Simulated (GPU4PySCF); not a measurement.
F4TCNQ (C12F4N4), SMILES N#CC(C#N)=c1c(F)c(F)c(=C(C#N)C#N)c(F)c1F.

Coordinates come from a PBE0-D3(BJ)/def2-TZVP optimisation.

Two levels are set side by side: TDA-PBE/def2-SVPD (GPU4PySCF) and TDA-M06-2X/def2-SVPD (GPU4PySCF). Vertical, same geometry. The lowest singlet is HOMO−1→LUMO 98 % with PBE and HOMO−1→LUMO 99 % with the other functional; states are paired by order. Differences are taken from unrounded values.

| quantity | TDA-PBE |
|---|---|
| lowest singlet excitation (eV) | 2.25 |
| lowest triplet excitation (TDA) (eV) | 1.14 |
| first bright state (f over 0.05) (eV) | 3.59 |
| its oscillator strength | 2.12 |

Q: These are the TDA-PBE values. What does TDA-M06-2X give? (An estimate is asked for; the answer gives what the named calculation found.)

A: 
| quantity | TDA-M06-2X | TDA-PBE minus TDA-M06-2X |
|---|---|---|
| lowest singlet excitation (eV) | 3.21 | -0.96 |
| lowest triplet excitation (TDA) (eV) | 1.28 | -0.14 |
| first bright state (f over 0.05) (eV) | 3.64 | -0.05 |
| its oscillator strength | 2.18 | -0.06 |

A lower first singlet is the usual sign of a functional without exact exchange. Differences between two approximate levels are no errors against the true value.
